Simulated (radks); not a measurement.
Results of a calculation; reference values are marked as such.
Q: Radial electron density D(r) = 4 pi r^2 rho(r) of an atom or ion with 9 electrons. Code: a radial shooting solver on a logarithmic mesh with Libxc functionals. Model: scalar-relativistic Kohn-Sham, SCAN, spin-polarised, spherical densities, finite nucleus; meta-GGA in the generalised Kohn-Sham scheme; Fermi nuclear charge, rms radius of each element as measured or else 0.836 A^(1/3) + 0.57 fm.

| r (bohr) | D(r) (e/bohr) | spin D(r) |
|---|---|---|
| 0.001511 | 5.080 | -0.0000635 |
| 0.001983 | 7.894 | 0.000446 |
| 0.002603 | 12.06 | 0.00212 |
| 0.003389 | 17.81 | 0.00677 |
| 0.004449 | 25.87 | 0.0196 |
| 0.005839 | 36.18 | 0.0532 |
| 0.007604 | 47.79 | 0.134 |
| 0.009981 | 59.76 | 0.332 |
| 0.0131 | 68.83 | 0.787 |
| 0.0172 | 71.58 | 1.77 |
| 0.02239 | 66.60 | 3.63 |
| 0.02939 | 56.48 | 6.98 |
| 0.03858 | 49.27 | 12.0 |
| 0.05023 | 51.76 | 17.4 |
| 0.06593 | 60.61 | 21.1 |
| 0.08654 | 61.09 | 19.7 |
| 0.1127 | 44.73 | 13.4 |
| 0.1479 | 20.69 | 6.01 |
| 0.1942 | 5.284 | 1.55 |
| 0.2528 | 0.6642 | 0.196 |
| 0.3318 | 0.3394 | 0.319 |
| 0.4356 | 0.008868 | 0.00863 |
| 0.5672 | 0.4201 | 0.420 |
| 0.7444 | 0.0004422 | 0.000442 |
| 0.9771 | 0.6440 | 0.644 |
| 1.272 | 0.1428 | 0.143 |
| 1.67 | 1.262 | 1.26 |
| 2.192 | 0.1501 | 0.150 |
| 2.854 | 0.001100 | 0.00110 |

What is the nuclear charge?

A: Z = 57. The innermost maximum, from 1s, lies near gamma/Z bohr with gamma = sqrt(1 - (Z/c)^2) = 0.909, here 0.016 bohr (found: 0.0165), and its height grows with Z. The density is that of the lanthanum ion La48+ in [He] 2s2 2p4 7p1; the configuration itself is not fixed sharply by these data, and Z only to a few units. D(r) has 6 maxima, at r = 0.0165, 0.0768, 0.327, 0.590, 0.954, 1.60 bohr, and minima at 0.0411, 0.297 bohr, inside which lie 2.18, 8.02 electrons.
